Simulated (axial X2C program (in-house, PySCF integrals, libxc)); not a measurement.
**Low determinants of AlZr at the PBE0 level, without spin–orbit coupling**

All values were computed with an in-house relativistic program for diatomic molecules. Spin-free means the one-electron spin-free X2C Hamiltonian. Basis: Zr dyall-cv3z [11s12p9d6f3g], Al dyall-v3z [8s8p2d1f] (cores contracted in-house); Gaussian nuclei, density fitting, unrestricted open shells. Masses: Zr 89.905 u, Al 26.982 u.

Search at 2.623 Å (vertical energies from the lowest determinant):

```tsv
ΔE (eV)	state	electrons beyond evenly filled partner blocks	electrons in σ, π, δ, φ
0.00	M_S = 5/2, Λ = 2	2 × σα, π+α, π-α, δ+α	26 22 5 0
0.31	M_S = 3/2, Λ = 0	σα, π+α, π-α	27 22 4 0
0.31	M_S = 3/2, Λ = 2	π+α, π-α, δ+α	26 22 5 0
0.73	M_S = 5/2, Λ = 0	σα, π+α, π-α, δ+α, δ-α	25 22 6 0
0.74	M_S = 3/2, Λ = 1	2 × σα, π+α, π+β, π-α	26 23 4 0
0.78	M_S = 3/2, Λ = 3	σα, π+α, δ+α	27 21 5 0
0.85	M_S = 3/2, Λ = 1	σα, π-α, δ+α	27 21 5 0
```

Lowest determinant, M_S = 5/2, Λ = 2 (beyond evenly filled blocks: 2 × σα, π+α, π-α, δ+α): Re = 2.616 Å, ωe = 304.6 cm⁻¹.

The determinant in row 2 of the search, M_S = 3/2, Λ = 0 (beyond evenly filled blocks: σα, π+α, π-α), was followed along the bond at PBE0; measured from the minimum of the lowest determinant it gives:

Te = 0.291 eV (2348 cm⁻¹), Re = 2.694 Å, ωe = 276.6 cm⁻¹.

(1) Compare the bond of the determinant in row 2 with that of the lowest one.

The search compares states at one distance, so a state with another bond length can lie lower; it is not exhaustive and yields mostly the lowest determinant of each block pattern, so other components and higher states of one pattern are missing. These are energies of single determinants, not of spin-adapted states; PBE0 term energies can be off by some tenths of an eV, and the functional has no current term. The lowest determinant need not be the ground state where others lie within half an eV.

## Answers

(1) At PBE0 its Re is 0.078 Å longer and its force constant, which goes as ωe², is 0.82 times that of the lowest determinant. T0 ≈ Te + Δωe/2 = 2348 + (-14) = 2334 cm⁻¹.
